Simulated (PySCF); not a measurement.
Simulated absorption spectrum

Compound: C6H15P.
Atom-mapped SMILES: `[CH3:1][PH:2][CH2:3][C:4]([CH3:5])([CH3:6])[CH3:7]` (hydrogens: H8, H9, H10 on C1; H11 on P2; H12, H13 on C3; H14, H15, H16 on C5; H17, H18, H19 on C6; H20, H21, H22 on C7)

Method used: PySCF 2.14.0, density-fitted response routines, TDDFT PBE0/def2-SVPD, vertical, gas phase, core orbitals frozen in the response. Isolated species at its PBE0-D3(BJ)/def2-SVP geometry (one conformer only). Torsions of this conformer, `[CH3:1][PH:2][CH2:3][C:4]([CH3:5])([CH3:6])[CH3:7]`: C1–P2–C3–C4 -177°, P2–C3–C4–C5 63°.

Each state is given a Gaussian of 0.25 eV full width at half maximum, with ε(max) = 2.175×10⁸ f / Δν̃ (Δν̃ the width in cm⁻¹). The cross-section is σ = 3.8235×10⁻²¹ ε cm², given in Mb (10⁻¹⁸ cm²). The width is an assumption, not a result. The curve ends short of the highest state used, and states not computed would add to its high-energy end.

```
λ (nm)  σ (Mb)
 166.5   21.46
 167.8   22.70
 169.1   18.53
 170.4   12.76
 171.7   10.31
 172.9   13.35
 174.2   21.78
 175.5   31.98
 176.8   38.84
 178.1   38.74
 179.3   32.56
 180.6   22.50
 181.9   12.92
 183.2    6.18
 184.5    2.48
 185.8    0.84
 187.0    0.30
 188.3    0.23
 189.6    0.61
 190.9    1.84
 192.2    4.65
 193.4    9.37
 194.7   16.92
 196.0   25.87
 197.3   33.76
 198.6   37.92
 199.8   37.39
 201.1   32.95
 202.4   26.91
 203.7   21.66
 205.0   18.32
 206.2   16.63
 207.5   15.32
 208.8   13.60
 210.1   11.18
 211.4    8.35
 212.7    5.62
 213.9    3.56
 215.2    1.97
 216.5    0.98
 217.8    0.45
 219.1    0.19
 220.3    0.08
 221.6    0.03
```

(1) Locate the maxima and give the states behind the curve.

(2) On this curve, what absorbance would a 10⁻³ mol/L sample give at 193 nm over a 1 cm path?

(3) Coming from long wavelengths, where does ε first pass 100 L mol⁻¹ cm⁻¹?

## Answers

(1) 199 nm (6.23 eV), ε about 10000, made up of S2 (98%); 177 nm (6.99 eV), ε about 10000, made up of S3 (56%) and S4 (44%); 167 nm (7.41 eV), ε about 6000, made up of S5 (94%) (ε in L mol⁻¹ cm⁻¹; maxima over ε = 5, shares over 10%). The states used: S1 5.97 eV (f 0.033); S2 6.23 eV (f 0.091); S3 6.95 eV (f 0.058); S4 7.04 eV (f 0.046); S5 7.40 eV (f 0.053); S6 7.51 eV (f 0.0049); S7 7.80 eV (f 0.0047); S8 7.93 eV (f 0.013); S9 7.97 eV (f 0.0033); S10 8.04 eV (f 0.047).

(2) 193 nm is 6.424 eV, where ε is about 2000 L mol⁻¹ cm⁻¹, so A = ε c l ≈ 2 (Beer–Lambert, with the gas-phase spectrum and the assumed width).

(3) At about 218 nm (5.69 eV), 0.28 eV below S1.

All these states lie below the vertical ionisation energy of 8.57 eV (ΔSCF).

Without π bonds the low states are Rydberg-like; a valence basis with one diffuse set may place them up to an eV too high.
